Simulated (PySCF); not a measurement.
C6H9N.
Cartesian coordinates in Å at the GFN2-xTB level; atoms count from 1:
```
atom  x, y, z in Å
C1     0.982    0.051    2.315
C2     0.390   -0.775    1.473
C3     0.825   -0.999    0.057
C4    -0.249   -0.521   -0.889
N5    -0.897   -1.391   -1.537
C6    -0.443    0.938   -0.926
C7    -1.058    1.581   -1.909
H8     1.852    0.623    2.035
H9     0.631    0.184    3.324
H10   -0.483   -1.338    1.774
H11    1.752   -0.456   -0.142
H12    0.979   -2.065   -0.118
H13   -1.628   -1.022   -2.141
H14   -0.027    1.482   -0.088
H15   -1.458    1.065   -2.768
H16   -1.174    2.652   -1.907
```

Computed at B3LYP/pcJ-1 (PySCF, non-relativistic), with Q(14N) = 0.02044 b: N5, 14N (I = 1): χzz = -4.632 MHz, η = 0.304.

Question: Where would the pure quadrupole (NQR) lines of 14N at N5 fall for the rigid, isolated species?

Answer: From ν± = (3/4)|χ|(1 ± η/3) and ν0 = |χ|η/2: ν+ 3.826 MHz, ν− 3.122 MHz, ν0 0.704 MHz (imine nitrogen).

In a crystal, neighbours and librations shift these lines. GFN2-xTB bond lengths can be off by several hundredths of an ångström, more for odd bonds, and the gradients follow them. With a basis this small, the couplings can be 20 % off.

One conformer stands for the species.
